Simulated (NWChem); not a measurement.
# Extrapolating the MP2 correlation energy of formamidinium (CH5N2 (+1))

```
C
N 1 1.3077
N 1 1.3077 2 125.83
H 2 1.0159 1 119.96 3 180.00
H 3 1.0159 1 119.96 2 180.00
H 2 1.0175 4 116.85 1 180.00
H 3 1.0175 5 116.85 1 180.00
H 1 1.0959 2 117.09 4 0.00
```
Charge +1, spin multiplicity 1.

Everything below was run with NWChem. The geometry was optimised at PBE0/def2-SVP, a minimum by its harmonic frequencies. It is one conformer; others weren't searched.

The correlated methods keep 3 core orbitals frozen.

Worked example. The MP2 correlation energy is -460.64 mHa in cc-pVDZ and -568.34 mHa in cc-pVTZ. The form E(X) = E∞ + A/X³ turns the pair into an estimate of the basis-set limit.

E∞ = (3³·(-568.34) − 2³·(-460.64))/(3³ − 2³) = -613.7 mHa. The larger basis holds 93 % of that, at about 5 times the processor time of the smaller one. This is a two-point estimate, and a rough one from so small a pair.
